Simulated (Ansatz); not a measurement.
Species: H2AlBrO2, SMILES `[OH][Al]([OH])[Br]` (H–O–Al–Br torsion 0°, Br–Al–O–H torsion -180°) (charge 0, multiplicity 1).

Q: Give a relaxed geometry from PBE0-D4/def2-TZVP (Ansatz, a program for electronic structure).

A: Several could match; the one computed here: the end point of this relaxation, one of several conformers (outside a Z-matrix the atoms follow the SMILES, hydrogens last).
Z-matrix (Å, degrees):
```
Al
O 1 1.6806
H 2 0.9563 1 122.38
O 1 1.6846 2 120.59 3 0.05
H 4 0.9558 1 123.16 2 179.99
Br 1 2.2398 2 118.06 3 -179.95
```
